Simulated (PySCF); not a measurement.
An EPR property job and its printed output. Input:

```
{"job": {"kind": "epr", "basis": "pcH-1"}, "charge": 0, "multiplicity": 2}
C     -2.359156     1.172538     0.018503
C     -2.277896    -0.272183    -0.453349
Si    -0.559291    -0.749924    -1.118712
Si     0.894901    -0.337988     0.625770
O      0.589255    -1.423988     1.806100
S      2.987192    -0.734525     0.120117
C      3.220230     0.540222    -1.149035
H     -1.656051     1.352418     0.830393
H     -2.121914     1.853179    -0.796522
H     -3.359736     1.410228     0.377122
H     -2.554860    -0.933039     0.369059
H     -3.014841    -0.430888    -1.240982
H     -0.700706    -2.052227    -1.799021
H     -0.195159     0.196067    -2.191301
H      1.270213    -1.929224     2.243247
H      3.042444     1.519405    -0.715896
H      2.539055     0.360170    -1.975365
H      4.247560     0.466077    -1.491303
```

The calculation used UKS B3LYP, pcH-1 on C H O S Si, non-relativistic, mean-field spin-orbit, GIAO in PySCF. Isolated species at its GFN2-xTB geometry (one conformer only). Couplings are sensitive to structure, and on GFN2-xTB geometries they can be far from those on DFT ones, by a factor of two or more for some ions and for spin on atoms past the first row.

Output of the driver script. The program numbers atoms from 0.

```
UKS, coarse grid
  cycle   1  E = -1173.26545761  |g| = 6.44e-01
  cycle   2  E = -1172.91487445  |g| = 1.12e+00
  cycle   3  E = -1173.41089851  |g| = 1.49e-01
  cycle   4  E = -1173.41915498  |g| = 6.86e-02
  cycle   5  E = -1173.42144842  |g| = 1.01e-02
  cycle   6  E = -1173.42150437  |g| = 4.60e-03
  cycle   7  E = -1173.42151883  |g| = 1.03e-03
  cycle   8  E = -1173.42151854  |g| = 6.39e-04
UKS, final grid
  cycle   1  E = -1173.42154353  |g| = 8.18e-04
  cycle   2  E = -1173.42154318  |g| = 1.18e-03
  cycle   3  E = -1173.42154387  |g| = 6.47e-05
  cycle   4  E = -1173.42154387  |g| = 2.24e-05
E = -1173.42154387 Eh   <S^2> = 0.7532 (exact 0.7500)
g shifts (ppm)      1          2          3
  rmc          -181       -181       -181
  gc              6         28         54
  oz_so           7        343      10702
  total        -168        190      10576
hyperfine (MHz)  atom isotope    a_iso     a_fc   dipolar eigenvalues
    0   13C       4.71       4.70     -1.11     -0.80      1.91
    1   13C      -3.88      -3.89     -0.73     -0.34      1.07
    2  29Si    -171.46    -171.71    -39.12     17.90     21.22
    3  29Si    -512.16    -512.63   -122.89     58.83     64.06
    4   17O     -21.60     -21.45    -28.93     13.94     14.99
    5   33S       6.71       6.65    -15.48    -14.07     29.55
    6   13C       1.93       1.93     -0.55     -0.18      0.73
    7    1H       4.10       4.11     -3.81     -2.08      5.89
    8    1H      -0.40      -0.40     -1.25     -1.01      2.26
    9    1H       3.27       3.27     -1.03     -0.70      1.73
   10    1H       1.68       1.67     -1.57     -0.94      2.51
   11    1H       7.01       7.02     -1.18     -0.44      1.62
   12    1H      59.61      59.61     -3.05     -0.32      3.37
   13    1H      -5.32      -5.33     -3.00     -1.31      4.31
   14    1H      -1.89      -1.95     -7.41     -3.33     10.74
   15    1H       4.43       4.42     -2.59     -1.51      4.10
   16    1H       2.55       2.53     -1.65     -1.15      2.81
   17    1H      -0.51      -0.51     -1.42     -0.85      2.27
```

|g| in the SCF lines is the orbital gradient. In the g block, columns 1 to 3 are the principal axes in rising order; rmc is the relativistic mass correction, gc the gauge correction and oz_so the orbital-Zeeman/spin–orbit term. a_fc is the Fermi-contact part of a_iso, the rest being spin–orbit.

**Question.** Is the state sound, as far as the log shows?

**Answer.** The SCF converged after 12 cycles in all, 8 of them on the coarse grid; no stability test was run. ⟨S²⟩ = 0.7532 against the exact 0.7500, so spin contamination is small.

**Question.** What are the principal g values and g_iso?

**Answer.** Adding the total shifts to 2.002319 gives 2.00215, 2.00251, 2.01290; their mean shift is 3533 ppm, so g_iso = 2.00585.

**Question.** Which couplings shape the isotropic spectrum at natural abundance (0.05 mT or more)? Keep the log's numbering.

**Answer.** atoms 12, 13 (1H, I = 1/2): mean 27.1 MHz = 0.97 mT in magnitude, a 1:2:1 triplet; atoms 10, 11 (1H, I = 1/2): mean 4.3 MHz = 0.15 mT in magnitude, a 1:2:1 triplet; atoms 7, 8, 9 (1H, I = 1/2): mean 2.3 MHz = 0.08 mT in magnitude, a 1:3:3:1 quartet; atoms 15, 16, 17 (1H, I = 1/2): mean 2.2 MHz = 0.08 mT in magnitude, a 1:3:3:1 quartet; atom 14 (1H, I = 1/2): -1.9 MHz = 0.07 mT in magnitude, a 1:1 doublet. Together 288 lines to first order. Means are taken over nuclei equivalent by connectivity, which assumes that they swap fast. The 1H value of +27.1 MHz is a mean of couplings from -5.3 to 59.6 MHz in this one geometry, not an average over conformers. The 1H value of +4.3 MHz is a mean of couplings from 1.7 to 7.0 MHz in this one geometry, not an average over conformers.

**Question.** How large is the spin–orbit part of a_iso for atom 3 (29Si)?

**Answer.** a_iso − a_fc = -512.16 − (-512.63) = +0.47 MHz.

The species is `CC[SiH2][Si](O)SC` [radical]. The run used 315 basis functions and 11 iterations of the response equations.

Shape of the structure used: `[CH3:1][CH2:2][SiH2:3][Si:4]([OH:5])[S:6][CH3:7]`: C1–C2–Si3–Si4 58°, C2–Si3–Si4–O5 69°, Si3–Si4–S6–C7 65°, H–O5–Si4–Si3 132°.
Labels such as C1 count atoms from 1, the log's own numbers from 0.
